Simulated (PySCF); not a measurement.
Isomers C$_{7}$H$_{6}$ClF:

A. `FC1=C[C@@H]2C[C@H]1C=C2Cl`
B. SMILES c1(F)cccc(C)c1Cl
C. `F[C@]1(Cl)CC12C=CC=C2`

Spectrum 1. ¹H NMR (300 MHz, computed): δ 6.77 (m, 1H), 6.75 (m, 1H), 6.55 (m, 1H), 6.44 (m, 1H), 2.45 (m, 1H), 2.11 (m, 1H). ¹³C{¹H} NMR (computed): δ 146.1 (CH), 142.8 (CH), 140.8 (CH), 140.2 (CH), 110.0 (C), 53.1 (C), 30.2 (CH2).

Spectrum 2. ¹H NMR (300 MHz, computed): δ 6.79 (m, 1H), 6.01 (m, 1H), 3.16 (m, 1H), 2.99 (m, 1H), 2.54 (m, 1H), 2.49 (m, 1H). ¹³C{¹H} NMR (computed): δ 195.9 (C), 169.5 (C), 141.2 (CH), 116.5 (CH), 78.1 (CH2), 57.9 (CH), 53.9 (CH).

Spectrum 3. ¹H NMR (300 MHz, computed): δ 7.38 (m, 1H), 7.30 (m, 1H), 7.30 (m, 1H), 2.52 (s, 3H). ¹³C{¹H} NMR (computed): δ 168.8 (C), 145.5 (C), 132.7 (CH), 132.5 (C), 130.1 (CH), 120.0 (CH), 23.7 (CH3).

Computed data (PySCF 2.14.0 with density-fitted response routines): PBE0/pcSseg-1 with gauge-including orbitals, GFN2-xTB structure. Fast rotation and ring inversion assumed for equivalent nuclei, in vacuum, no relativistic terms, single conformer.

δ = σ(ref) − σ, references computed at the same level: TMS for ¹H (σ = 31.72 ppm), ¹³C (σ = 186.93 ppm). Splittings of carbon signals by F and P are missing where no couplings were computed. Where no couplings were computed, multiplicities follow the n + 1 count of equivalent neighbours, and m marks all less simple cases (inequivalent or close neighbours, rings, F or P nearby). Shifts are as computed. Against solution values, carbons near 30 ppm lie about +3 ppm off and those near 130 ppm about +5 ppm; carbons on Cl a further +6 ppm. Of 1211 compounds with measured shifts, 218 miss one by over three times the rms of a fit or turn the order of signals round; such compounds aren't used in these exercises. Carbons bonded to Cl come out too deshielded.

Which spectrum belongs to which compound?

Results:

1–C, 2–A, 3–B.

- Spectrum 1 (C): 7 ¹³C signals; δC 146.1 is an alkene CH; δC 142.8 is an alkene CH.
- Spectrum 2 (A): 7 ¹³C signals; δC 141.2 is an alkene CH; δC 116.5 is an alkene CH.
- Spectrum 3 (B): 7 ¹³C signals; δC 168.8 is an aromatic carbon bearing fluorine; δC 132.7 is an aromatic CH.
